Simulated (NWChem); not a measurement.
A series in which one site is exchanged, each optimised at PBE0/def2-SVP with NWChem, gas phase unless a solvent is named. All stand in one matching conformer (torsions within 35°), which need not be the lowest. Some are not confirmed as minima by frequencies. def2 effective core potentials on Cd; no spin-orbit coupling.

A: [OH][Zn][GeH3] (ZnGeH4O; site = Zn)
B: [GeH3][Cd][OH] (CdGeH$_{4}$O; site = Cd)
C: [OH][Mg][GeH3] (MgGeH$_{4}$O; site = Mg)
D: [GeH3][Be][OH] (BeGeH4O; site = Be)

```tsv
quantity	A	B	C	D
dipole (D), PBE0/def2-SVP	1.46	1.51	?	2.52
vertical ionisation energy, ΔSCF, PBE/def2-SVP (eV)	9.48	9.32	?	10.02
static polarisability, PBE/def2-SVPD (bohr³)	69.2	77.7	?	58.8
lowest singlet excitation, PBE/def2-SVPD, TDA (eV)	5.11	4.63	?	6.05
```

Problem. What belongs in the gaps?

Solution. 
- dipole (D), PBE0/def2-SVP, C: 1.27
- vertical ionisation energy, ΔSCF, PBE/def2-SVP (eV), C: 9.08
- static polarisability, PBE/def2-SVPD (bohr³), C: 73.6
- lowest singlet excitation, PBE/def2-SVPD, TDA (eV), C: 4.81
